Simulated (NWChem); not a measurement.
Species: SiH$_{2}$SO, singlet; SMILES O[Si]S

```xyz
5

Si    -0.6916    -0.6987     0.0000
O      0.6931    -1.6236     0.0000
H      1.5801    -1.2291     0.0000
S      0.2070     1.3123     0.0000
H     -0.9550     1.9997     0.0000
```
Atoms are numbered in this order, from 1.

Results from NWChem. Pople sets run with spherical d functions. Low-valent species are run as closed-shell singlets; no triplet was tried in these runs. Geometry: optimised at B3LYP/6-31G* (spherical d). B3LYP is NWChem's, with the RPA form of VWN correlation. GIAO values for the isolated, static molecule; σ is the absolute isotropic shielding, δ = σ(reference) − σ with the isolated reference molecule computed at the same levels (1H: tetramethylsilane, 17O: water, 29Si: tetramethylsilane).

For level PBE0/pcSseg-2:

```
Property     Value
-----------  -----
δ Si1 (ppm)  227.4
δ O2 (ppm)   194.6
σ S4 (ppm)   348.2
δ H5 (ppm)    3.88
```

How do the values read with level B3LYP/6-311G** instead?

δ Si1 (ppm): 244.8
δ O2 (ppm): 202.6
σ S4 (ppm): 323.5
δ H5 (ppm): 3.73
